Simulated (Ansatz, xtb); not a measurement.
The molecule RuCl, multiplicity 6 (lowest of 2S+1 = 2, 4, 6 at CCSD(T)/def2-TZVPP on PBE0 minima; our sources give no spin for the ground state, which may be another). No spin–orbit coupling.

The constants come from a fifth-degree fit in 1/R (seven points, main isotopes). Runs in def2 and cc sets follow the lowest solution found near the PBE0 minimum.

Codes used: Ansatz (Gaussian basis) for Hartree–Fock, density functionals and correlated methods; xtb for the GFN methods. Values without a source in brackets are computed. In def2 rows elements past Kr take small-core potentials, without spin–orbit coupling. The GFN methods have no spin term and hold the electronic entropy of 300 K.

| level | r_e (Å) | ω_e (cm⁻¹) | ω_e x_e (cm⁻¹) | α_e (cm⁻¹) | dipole (D) |
|---|---|---|---|---|---|
| GFN1-xTB | 2.218 | 349 | 1.3 | 0.00087 | - |
| SVWN5/def2-TZVPP | 2.232 | 375 | 1.4 | 0.00063 | 0.45 |
| PBE/def2-TZVPP | 2.282 | 348 | 1.3 | 0.00063 | 0.81 |
| r2SCAN/def2-TZVPP | 2.281 | 359 | 1.2 | 0.00058 | 1.27 |
| B97M-V/def2-TZVPP | 2.305 | 348 | 1.2 | 0.00058 | 1.62 |
| B3LYP/def2-TZVPP | 2.303 | 348 | 1.2 | 0.00058 | 1.44 |
| PBE0/def2-TZVPP | 2.278 | 362 | 1.2 | 0.00057 | 1.42 |
| BHLYP/def2-TZVPP | 2.310 | 355 | 1.1 | 0.00054 | 2.15 |
| CAM-B3LYP/def2-TZVPP | 2.287 | 363 | 1.2 | 0.00055 | 1.60 |
| wB97X-V/def2-TZVPP | 2.277 | 370 | 1.1 | 0.00054 | 1.49 |
| wB97M-V/def2-TZVPP | 2.285 | 366 | 1.1 | 0.00054 | 1.54 |
| B2PLYP/def2-TZVPP | 2.288 | 361 | 1.2 | 0.00056 | - |
| CCSD/def2-TZVPP | 2.297 | 364 | 1.2 | 0.00054 | - |
| CCSD(T)/def2-TZVPP | 2.286 | 368 | 1.2 | 0.00054 | - |

Correlated levels freeze the inner cores; with def2 sets outer-core shells near the valence are correlated too.

Ansatz is a quantum-chemistry and plane-wave program.
